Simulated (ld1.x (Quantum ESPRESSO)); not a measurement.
# Reading a pseudo-wave (platinum)

Columns: radius, all-electron u(r) and pseudo u(r) of the 6s shell (level -9.16 eV) of platinum in the configuration [Xe] 4f14 5d9 6s0.5 6p0; PBE, scalar-relativistic, TM semilocal scheme, ld1.x (Quantum ESPRESSO) 7.5.

```tsv
r (bohr)	all-electron	pseudo
0.130	0.1387	-0.0464
0.260	-0.1349	-0.0888
0.390	-0.1534	-0.1237
0.520	0.0882	-0.1491
0.650	0.2730	-0.1658
0.780	0.3166	-0.1771
0.910	0.2484	-0.1883
1.040	0.1180	-0.2056
1.170	-0.0342	-0.2352
1.300	-0.1830	-0.2827
1.430	-0.3153	-0.3501
1.560	-0.4256	-0.4320
1.690	-0.5129	-0.5132
1.820	-0.5787	-0.5787
1.950	-0.6253	-0.6253
2.080	-0.6553	-0.6553
2.210	-0.6716	-0.6716
2.340	-0.6765	-0.6765
2.470	-0.6723	-0.6723
2.600	-0.6609	-0.6609
2.730	-0.6439	-0.6439
2.860	-0.6226	-0.6226
2.990	-0.5984	-0.5984
3.120	-0.5720	-0.5720
3.250	-0.5442	-0.5442
3.380	-0.5158	-0.5158
```

(1) How many radial nodes do the two functions have?

(2) At about which radius was the pseudo-wave matched?

(3) Where does each function peak?

(4) Is the pseudo-wave norm-conserving?

## Answers

(1) The all-electron 6s function has n − l − 1 = 5 (the table is too coarse to show those close to the nucleus); the pseudo-wave has 0, since the states of the same l below it are removed with the core.

(2) 1.80 bohr, where the columns begin to agree (steps of 0.13 bohr).

(3) Outermost all-electron maximum near 2.34 bohr, pseudo maximum near 2.34 bohr (to the table’s step).

(4) Yes: the TM semilocal scheme keeps the norm inside the radius equal to the all-electron one, which fixes the energy derivative of the logarithmic derivative at the level.
